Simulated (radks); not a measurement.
Values are calculated unless marked as measured or tabulated.
Species: Se. Configuration: [Ar] 3d10 4s2 4p4. Code: a radial shooting solver on a logarithmic mesh with Libxc functionals. Model: scalar-relativistic Kohn-Sham, LDA (Slater exchange, Perdew-Wang correlation), spin-unpolarised, spherical densities, finite nucleus; Fermi nuclear charge, rms radius 4.14 fm; hard spherical wall at 3.5 bohr.

Radial electron density D(r) = 4 pi r^2 rho(r):

r (bohr)  D(r) (e/bohr)
0.001669          1.026
0.002139          1.607
0.002742          2.494
0.003513          3.826
0.004502          5.784
0.005769          8.580
0.007334          12.28
0.009398          17.27
0.01204           23.35
0.01543           30.05
0.01978           36.36
0.02514           40.70
0.03222           41.97
0.04129           39.69
0.05291           35.87
0.0678            34.48
0.08688           38.62
0.1104            45.94
0.1415            49.60
0.1814            43.40
0.2324            31.78
0.2978            26.31
0.3817            30.12
0.4852            32.84
0.6217            26.52
0.7967            15.41
1.021             7.771
1.308             5.300
1.677             4.670
2.131             3.344
2.731             1.212

D(r) has 3 maxima, at r = 0.0310, 0.138, 0.470 bohr, and minima at 0.0646, 0.298 bohr, inside which lie 2.08, 11.00 electrons.
